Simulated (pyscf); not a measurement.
**Hydrogen shift: `[CH2]=[C]=[CH][F]` -> `[CH][CH]=[CH][F]` [singlet]**

Gas phase, singlet surface, charge 0. Bonds broken: C5–H6. Bonds formed: C4–H6. Single points on ωB97X-D3(BJ)/def2-SVP structures (PySCF, gas phase). MP2 and CC: frozen core, UHF for open shells. ΔMP2 is the change of the MP2 total energy from the triple- to the quadruple-zeta basis.

Transition state (Å):

```xyz
7

F     -0.3449    -0.9302    -2.4287
C     -0.6756     0.1401    -1.6876
H     -1.1104     0.9679    -2.2504
C     -0.4396     0.1602    -0.3802
C     -0.2765    -0.1240     0.9402
H     -0.9009     1.0271     0.3192
H      0.6910     0.2823     1.3026
```

One imaginary mode, 528i cm⁻¹; descent along it reached the two sides named, in the forms told below.

```
bond   change  reactant side (Å)  saddle  product side
-----  ------  -----------------  ------  ------------
C5–H6  breaks              1.097   1.449         2.271
C4–H6   forms              2.099   1.206         1.102
```

Electronic energies relative to the reactant's lowest minimum found (kcal/mol):

```tsv
level	barrier	reaction energy	reverse barrier
ωB97X-D3(BJ)/def2-TZVP	69.9	+49.4	20.5
PBE/def2-TZVP	68.7	+53.3	15.4
r²SCAN/def2-TZVP	69.3	+52.1	17.2
B3LYP-D3(BJ)/def2-TZVP	70.6	+51.0	19.6
PBE0-D3(BJ)/def2-TZVP	69.5	+51.8	17.7
M06-2X/def2-TZVP	70.6	+52.2	18.4
ωB97M-D3(BJ)/def2-TZVP	69.2	+49.5	19.7
HF/def2-TZVP	70.1	+40.8	29.4
MP2/def2-QZVPP	73.0	+53.4	19.6
CCSD/def2-TZVPP	71.8	+50.0	21.8
CCSD(T)/def2-TZVPP	71.7	+50.6	21.1
CCSD(T)/def2-TZVPP + ΔMP2(QZVPP)	71.4	+50.8	20.6
```

With CCSD(T)/def2-TZVPP + ΔMP2(QZVPP) energies and thermal terms (ideal gas, 1 atm, RRHO with modes under 100 cm⁻¹ raised to 100, one conformer, R ln 2 for chiral ones without a mode under 150 cm⁻¹), in kcal/mol:

| T (K) | ΔH‡ | ΔG‡ | ΔH | ΔG |
|---|---|---|---|---|
| 298 | 67.9 | 67.7 | +50.0 | +49.8 |
| 600 | 67.8 | 67.5 | +50.0 | +49.5 |
| 900 | 67.6 | 67.5 | +50.1 | +49.3 |
| 1200 | 67.3 | 67.5 | +50.2 | +49.1 |

On the product side the descent ends in a point that may be a rotor saddle (no frequency run), 5.7 kcal/mol over the lowest minimum found and 14.8 kcal/mol under the saddle at ωB97X-D3(BJ)/def2-TZVP. This is the saddle that the search found; another between the same sides may lie lower. A restricted singlet here is unstable towards spin polarisation, as is usual where a triplet lies low; its energy is less safe. The CCSD(T) − MP2 part came from Ansatz, without density fitting, on the same reference.
